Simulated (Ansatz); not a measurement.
Species: C$_{5}$H$_{6}$, SMILES `C#C/C=C/C` (charge 0, multiplicity 1).

### Question
Give a relaxed geometry from PBE0-D3(BJ)/def2-TZVP in Ansatz (a first-principles code).

### Answer
the end point of this relaxation (outside a Z-matrix the atoms follow the SMILES, hydrogens last).
Cartesian coordinates (Å) in one orientation:
```xyz
11

C      3.014    -0.314     0.437
C      1.815    -0.407     0.383
C      0.407    -0.554     0.327
C     -0.442     0.454     0.117
C     -1.918     0.308     0.056
H      4.073    -0.224     0.483
H      0.020    -1.562     0.466
H     -0.034     1.453    -0.019
H     -2.227    -0.728     0.204
H     -2.305     0.649    -0.910
H     -2.403     0.926     0.820
```
